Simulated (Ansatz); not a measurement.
H2S2, charge +1, doublet, geometry from GFN2-xTB (a state made from the parent by changing its charge; the spin is typed, not shown lowest). Base run: B3LYP/cc-pVDZ (Ansatz, a first-principles code).

Input for Ansatz:
Ansatz 0.2 input:
```yaml
crystal:
  periodic: [false, false, false]
  atoms:
    - {symbol: S, position_ang: [-0.80955851, -0.03765018, 0.59460666]}
    - {symbol: S, position_ang: [0.80955851, 0.03765018, -0.59460666]}
    - {symbol: H, position_ang: [-1.71863123, -0.08126760, -0.40514565]}
    - {symbol: H, position_ang: [1.71863123, 0.08126760, 0.40514566]}
basis:
  gaussian:
    orbitals: cc-pVDZ
hamiltonian:
  xc: b3lyp
total_charge: 1
magnetization: {spin_polarized: true, initial_magnetization: 1}
```

Each row names what was changed in the base input (with any setting that the change needs).

```csv
change,ΔE vs base (mEh)
base,0.000
"final_grid = 14, 28, 59",-0.001
forces = on,0.000
"point_charge = charge:-1.0 position_ang:2.7094, 0.1208, -3.921",-116.5
fitting.mean_field = def2-universal-JKFIT,-0.028
"final_grid = 10, 20, 41",-0.001
"final_grid = 4, 8, 17",0.002
"final_grid = 6, 12, 29",-0.001
"point_charge = charge:1.0 position_ang:-2.2197, -1.6444, 3.8857",106.9
fitting.mean_field = cc-pVTZ-JKFIT,-0.021
lower_state_search = off,0.000
```
